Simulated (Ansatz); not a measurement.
```yaml
crystal:
  periodic: [false, false, false]
  atoms:
    - {symbol: C, position_ang: [-2.960140, 0.870904, -2.598301]}
    - {symbol: C, position_ang: [-2.557208, 1.068621, -1.145615]}
    - {symbol: C, position_ang: [-2.627889, 0.140189, -0.082419]}
    - {symbol: C, position_ang: [-2.010264, 0.309457, 1.406062]}
    - {symbol: C, position_ang: [-0.687121, 1.105270, 1.481570]}
    - {symbol: O, position_ang: [-0.535085, 1.949244, 1.702612]}
    - {symbol: O, position_ang: [-0.136707, 0.014819, 0.834376]}
    - {symbol: C, position_ang: [1.638715, 0.212733, 0.813740]}
    - {symbol: C, position_ang: [2.361221, -0.543709, -0.058220]}
    - {symbol: C, position_ang: [3.681365, -0.311134, 0.037443]}
    - {symbol: C, position_ang: [2.283772, -1.991176, 0.947221]}
    - {symbol: H, position_ang: [-3.011594, 1.605006, -3.291365]}
    - {symbol: H, position_ang: [-4.145210, 0.341321, -2.503327]}
    - {symbol: H, position_ang: [-2.190535, 0.004701, -2.823595]}
    - {symbol: H, position_ang: [-1.307668, 1.546087, -1.031566]}
    - {symbol: H, position_ang: [-3.054713, 1.921453, -0.811313]}
    - {symbol: H, position_ang: [-1.970138, -0.697338, -0.281374]}
    - {symbol: H, position_ang: [-3.693359, -0.231441, 0.184732]}
    - {symbol: H, position_ang: [-2.605035, 1.031497, 1.677625]}
    - {symbol: H, position_ang: [-2.101330, -0.350801, 1.744542]}
    - {symbol: H, position_ang: [1.996692, 0.435445, 1.716781]}
    - {symbol: H, position_ang: [1.575499, 1.176922, 0.284347]}
    - {symbol: H, position_ang: [1.750175, -0.629674, -0.859552]}
    - {symbol: H, position_ang: [4.253771, -0.041117, 1.156486]}
    - {symbol: H, position_ang: [4.069863, 0.566972, -0.511900]}
    - {symbol: H, position_ang: [4.449526, -0.972787, -0.576801]}
    - {symbol: H, position_ang: [2.907358, -1.919106, 1.680462]}
    - {symbol: H, position_ang: [2.486243, -2.851719, 0.501917]}
    - {symbol: H, position_ang: [1.285825, -2.395426, 0.861368]}
basis:
  gaussian: {orbitals: x2c-TZVPPall}
hamiltonian: {xc: {name: r2SCAN}}
relax: {f_tol: 0.0001, max_steps: 3}
output: {forces: true}
```

```sh
$ ansatz run in.yaml --threads 4 --pin off --events-out ev --progress --plain --max-ram 41984MiB --backend cuda --devices 0, --max-vram 37GiB
```

Shortened log:

```
Functional definition: r2SCAN
2984 factors; their error is unknown
mean field evaluation 1: about -13667.2282 eV, gradient 1.3e2 eV
mean field evaluation 2: about -13634.6076 eV, gradient 1.6e2 eV
mean field evaluation 4: about -13701.5386 eV, gradient 2.4e1 eV
mean field evaluation 8: about -13702.6855 eV, gradient 2.5e-1 eV
mean field evaluation 16: about -13702.6059 eV, gradient 2.4e-3 eV
mean field -13702.60588880 eV, -503.5614784536 hartree, gradient 7.5e-5 eV, S^2 0.000000; 0 other end points of the search recorded, 0 dependent functions left out
reference -13702.60590761 eV, -503.5614791447 hartree; 44, 44 occupied and 549, 549 virtual orbitals, 2984 factors
relax step   1: F+E_penalty+E_count = -13702.60588880 eV  Δ(F+E_penalty+E_count) = +0.000e0 eV  max|allowed force component| = 7.776e1 eV/Å  Δτ_max = 0.0000 Å  (35 SCF iters, accepted)
2984 factors; their error is unknown
mean field -13719.20083477 eV, -504.1713314695 hartree, gradient 2.9e-5 eV, S^2 0.000000; 0 other end points of the search recorded, 0 dependent functions left out
reference -13719.20085366 eV, -504.1713321635 hartree; 44, 44 occupied and 549, 549 virtual orbitals, 2984 factors
relax step   2: F+E_penalty+E_count = -13719.20083477 eV  Δ(F+E_penalty+E_count) = -1.659e1 eV  max|allowed force component| = 6.752e0 eV/Å  Δτ_max = 0.1917 Å  (41 SCF iters, accepted)
2984 factors; their error is unknown
mean field -13724.61056790 eV, -504.3701354953 hartree, gradient 2.3e-5 eV, S^2 0.000000; 0 other end points of the search recorded, 0 dependent functions left out
reference -13724.61058696 eV, -504.3701361955 hartree; 44, 44 occupied and 549, 549 virtual orbitals, 2984 factors
relax step   3: F+E_penalty+E_count = -13724.61056790 eV  Δ(F+E_penalty+E_count) = -5.410e0 eV  max|allowed force component| = 3.388e0 eV/Å  Δτ_max = 0.1927 Å  (42 SCF iters, accepted)
Error: geometry relaxation did not converge after 3 steps: max|allowed force component| = 3.39e0 eV/Å (threshold 1.0e-4). Raise `relax.max_steps` over both its present limit and 3, loosen `relax.f_tol`, or start from a geometry closer to equilibrium. Where this run's directory can be resumed (`checkpoint.write`), a resume goes on for up to `relax.max_steps` more
```

In this input the relaxation is allowed too few steps for its threshold. The calculation stopped without meeting its thresholds.
